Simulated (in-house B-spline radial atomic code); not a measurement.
How G0W0 and RPA depend on the start: Ge3+

Configuration [Ar] 3d10 4s1, highest spin. Computed with an all-electron radial atomic-structure program (B-spline basis): all electrons, scalar-relativistic (spin-free one-electron X2C), finite nucleus, each spin shell either full or empty, empty states to l = 9 with an (l + 1/2)⁻⁴ tail; G0W0 by contour deformation at full frequency.

RPA overbinds a lone outer s electron by self-correlation, and G0W0 tends to as well.

```tsv
start	mean-field 4s up (eV)	G0W0 (eV)	QP weight	RPA correlation (Eh)
Hartree-Fock	-44.74	-46.11	0.980	-2.0183
LDA VWN5	-41.53	-46.75	0.963	-2.2231
PBE	-41.15	-46.70	0.963	-2.2182
PBE0	-42.20	-46.53	0.969	-2.1617
r2SCAN	-41.51	-46.61	0.966	-2.1817
HSE06	-41.92	-46.57	0.967	-2.1662
B3LYP (VWN-RPA)	-42.26	?	?	?
SCAN	-41.72	-46.63	0.967	-2.1809
TPSS	-41.02	-46.69	0.963	-2.2075
BHandHLYP	-43.35	-46.41	0.974	-2.1121
CAM-B3LYP	-43.95	-46.55	0.974	-2.1548
LC-wPBE	-45.30	?	?	?
wB97X	-44.50	-46.46	0.977	-2.1442
PBEsol	-41.18	-46.71	0.963	-2.2196
BLYP	-41.27	-46.74	0.963	-2.221
r2SCAN0	-42.52	-46.48	0.971	-2.1377
LDA exchange-only	-40.50	-46.80	0.963	-2.2238
```

**Question.** What G0W0 level, weight and RPA correlation energy follow from the LC-wPBE start?

**Answer.** G0W0 level -46.55 eV, weight 0.977, RPA correlation -2.1573 hartree.

**Question.** What G0W0 level, weight and RPA correlation energy follow from the B3LYP (VWN-RPA) start?

**Answer.** G0W0 level -46.60 eV, weight 0.968, RPA correlation -2.1753 hartree.

**Question.** How much of the dependence on the start does G0W0 remove?

**Answer.** The mean-field levels span 4.79 eV and the G0W0 levels 0.686 eV. Against 45.715 ± 0.0012 eV (NIST, measured) the G0W0 removal energies are off by +0.40 to +1.08 eV, with spin-orbit coupling, Breit and QED terms left out.
